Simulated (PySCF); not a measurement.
Ga(AsH2)(H)2 (AsGaH₄), SMILES [GaH2][AsH2]. Atoms are numbered in the order given.

```xyz
6

Ga    -1.2218     0.0053     0.0000
As     1.1901    -0.0621     0.0000
H      1.2947     0.9720     1.1098
H      1.2947     0.9720    -1.1098
H     -1.9927    -0.0304    -1.3671
H     -1.9927    -0.0304     1.3671
```
Charge 0, spin multiplicity 1.

Geometry: PBE0-D3(BJ)/def2-TZVP.

All values below come from PySCF with TDA-B3LYP/def2-SVPD.

Vertical excitations. Isolated molecule, no solvent. State labels are in the subgroup Cs.

```
state  symmetry  energy (eV)  λ (nm)      f                                                  main pairs
-----  --------  -----------  ------  -----  ----------------------------------------------------------
S1           A'         4.06     305  0.016                                              HOMO→LUMO 95 %
S2           A"         5.24     237  0.000                                           HOMO−1→LUMO 100 %
S3           A'         5.55     224  0.000                          HOMO−2→LUMO 85 %, HOMO→LUMO+1 14 %
S4           A'         5.91     210  0.058                                            HOMO→LUMO+2 98 %
S5           A"         5.95     208  0.004                                            HOMO→LUMO+3 98 %
S6           A'         6.43     193  0.462                                            HOMO→LUMO+1 73 %
S7           A'         7.04     176  0.069                                            HOMO→LUMO+4 97 %
S8           A"         7.24     171  0.000                                            HOMO−3→LUMO 94 %
S9           A"         7.40     167  0.043                                          HOMO−1→LUMO+2 93 %
S10          A'         7.46     166  0.161  HOMO−2→LUMO+2 52 %, HOMO−2→LUMO+1 32 %, HOMO−1→LUMO+3 10 %
T1           A'         3.52     352      0                                              HOMO→LUMO 98 %
T2           A"         4.78     259      0                                            HOMO−1→LUMO 99 %
T3           A'         5.17     240      0                          HOMO−2→LUMO 70 %, HOMO→LUMO+1 28 %
T4           A'         5.27     235      0                          HOMO→LUMO+1 67 %, HOMO−2→LUMO 29 %
```
Triplets are in the Tamm–Dancoff approximation.
